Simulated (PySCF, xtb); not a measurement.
C5H8O, SMILES C(CC(C)=C)=O. One conformer was computed; it need not be the lowest.

Harmonic wavenumbers (cm⁻¹) from GFN2-xTB (xtb 6.7.1) at its own minimum, in rising order: 38, 57, 149, 222, 368, 407, 495, 504, 699, 822, 894, 917, 943, 978, 1010, 1048, 1067, 1132, 1233, 1269, 1376, 1400, 1418, 1445, 1475, 1483, 1724, 1789, 2762, 2994, 3003, 3006, 3023, 3053, 3106, 3131.

Task: What does PySCF with ωB97X-D3(BJ)/def2-SVP give at its own minimum? (An estimate is asked for; the answer gives what the named calculation found.)

Result: 31, 70, 181, 232, 378, 418, 514, 535, 727, 804, 908, 950, 973, 993, 1047, 1075, 1099, 1194, 1283, 1332, 1411, 1420, 1438, 1452, 1465, 1476, 1771, 1891, 2937, 3061, 3087, 3142, 3162, 3167, 3179, 3265. Paired by order, the mean absolute difference is 47 cm⁻¹ and the zero-point energies are 72.1 and 74.4 kcal/mol.
